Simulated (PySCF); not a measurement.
## Br²⁺: ionisation energy

Br²⁺ [Ar] 3d10 4s2 4p3 (4S) → Br³⁺ [Ar] 3d10 4s2 4p2 (3P), as a difference of total energies. All numbers are calculated (PySCF 2.14, scalar relativity by spin-free X2C-1e, in x2c-QZVPPall). Correlated levels: valence: [Ar] 3d10 frozen. The calculations carry no spin-orbit coupling.

```json
{"method": "UHF", "ionisation energy (eV)": "34.644"}
{"method": "MP2 (valence)", "ionisation energy (eV)": "35.209"}
{"method": "SCS-MP2 (valence)", "ionisation energy (eV)": "35.051"}
{"method": "CCSD (valence)", "ionisation energy (eV)": "35.167"}
{"method": "CCSD(T) (valence)", "ionisation energy (eV)": "35.198"}
```

**Question.** How much does correlation contribute at CCSD(T) (valence)?

**Answer.** 35.198 − (34.644) = 0.554 eV, measured against UHF.

A first-order spin-orbit estimate (lowest level to lowest level, LS coupling) adds -0.425 eV.

Errors of the correlated levels include the incompleteness of this basis and the frozen core.

For comparison: 34.871 ± 0.019 eV (measured; NIST Atomic Spectra Database, ionization energies).
